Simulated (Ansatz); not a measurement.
Frontier orbitals of C₂H₆BCl, SMILES `BCCCl`.

```xyz
10

B     0.390    0.904   -1.075
C    -0.358   -0.279   -0.398
C    -0.151   -0.453    1.089
Cl    1.550   -0.888    1.437
H     0.460    0.962   -2.268
H     0.837    1.804   -0.423
H    -0.197   -1.224   -0.927
H    -1.424   -0.045   -0.581
H    -0.347    0.470    1.633
H    -0.759   -1.252    1.513
```

Charge 0, multiplicity 1. All single points use the PBE0-D4/def2-TZVP geometry. It is one conformer, not always the lowest. Basis def2-TZVPP, Ansatz 0.2.0.

```json
{"functional": "LDA (SPW92)", "HOMO (eV)": "-7.04", "LUMO (eV)": "-2.82"}
```

Q: Give HOMO and LUMO (eV) with PBE, revPBE, BLYP, r2SCAN, B97M-V, PBE0, B3LYP, r2SCANh, r2SCAN0, HSE06 (plane-wave form), BHLYP, CAM-B3LYP, LC-ωPBE, ωB97X-V, ωB97M-V, HF. (Best estimate.)

A: Ansatz gave: 
```tsv
functional	HOMO	LUMO
PBE	-6.94	-2.51
revPBE	-6.89	-2.38
BLYP	-6.80	-2.36
r2SCAN	-7.25	-2.10
B97M-V	-7.38	-2.22
PBE0	-8.34	-1.47
B3LYP	-8.09	-1.70
r2SCANh	-7.76	-1.75
r2SCAN0	-8.54	-1.23
HSE06 (plane-wave form)	-7.93	-1.85
BHLYP	-9.63	-0.41
CAM-B3LYP	-9.75	-0.37
LC-ωPBE	-11.17	0.88
ωB97X-V	-10.80	0.75
ωB97M-V	-10.65	0.48
HF	-11.68	2.04
```

B3LYP here is the variant with VWN-RPA as its local correlation; programs differ in this. LC-ωPBE has ω = 0.4 bohr⁻¹. Positive LUMOs are unbound and depend on the basis.
